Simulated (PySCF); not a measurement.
# Ionisation energy of Tm²⁺ by level of theory

Tm²⁺ [Xe] 4f13 (2F) → Tm³⁺ [Xe] 4f12 (high-spin determinant), as a difference of total energies. Computed with PySCF 2.14 in x2c-TZVPPall, with scalar relativity by spin-free X2C-1e. Correlated levels: valence: [Kr] 4d10 frozen; valence and next inner shell: [Ar] 3d10 frozen. The calculations carry no spin-orbit coupling.

```tsv
method	ionisation energy (eV)	plus first-order spin-orbit estimate	difference from reference of that sum (eV)
UHF	19.437	19.045	-4.615
LDA	25.775	25.383	+1.723
PBE	25.117	24.725	+1.065
PBE0	24.028	23.636	-0.024
r2SCAN	24.021	23.629	-0.031
MP2 (valence)	25.161	24.769	+1.109
SCS-MP2 (valence)	24.380	23.988	+0.328
MP2 (valence and next inner shell)	25.696	25.305	+1.645
SCS-MP2 (valence and next inner shell)	24.760	24.368	+0.708
```

Reference: 23.66 ± 0.03 eV (semi-empirical (NIST evaluation); NIST Atomic Spectra Database, ionization energies).

A first-order spin-orbit estimate (lowest level to lowest level, LS coupling) adds -0.392 eV.

Errors of the correlated levels include the incompleteness of this basis and the frozen core.

The determinant of Tm³⁺ mixes LS terms, which raises its energy above the lowest term, most at the Hartree-Fock and MP2 levels.
